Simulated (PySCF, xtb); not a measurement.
C5H7F, SMILES C=CC/C=C\F. The values are those of a single conformer.

Harmonic wavenumbers (cm⁻¹) from GFN2-xTB (xtb) at its own minimum, in rising order: 41, 64, 206, 241, 419, 460, 627, 643, 780, 871, 897, 907, 965, 996, 1023, 1064, 1125, 1184, 1226, 1262, 1291, 1319, 1414, 1455, 1712, 1728, 2966, 2979, 3060, 3080, 3096, 3099, 3125.

Question: What does B3LYP-D3(BJ)/def2-SVP (PySCF 2.14.0) give at its own minimum? (An estimate is asked for; the answer gives what the named calculation found.)

Answer: 52, 88, 220, 256, 423, 495, 652, 681, 781, 899, 941, 947, 958, 1000, 1032, 1088, 1146, 1233, 1267, 1296, 1315, 1403, 1429, 1452, 1719, 1753, 3028, 3083, 3128, 3141, 3177, 3205, 3226. Paired by order, the mean absolute difference is 37 cm⁻¹ and the zero-point energies are 64.8 and 66.5 kcal/mol.
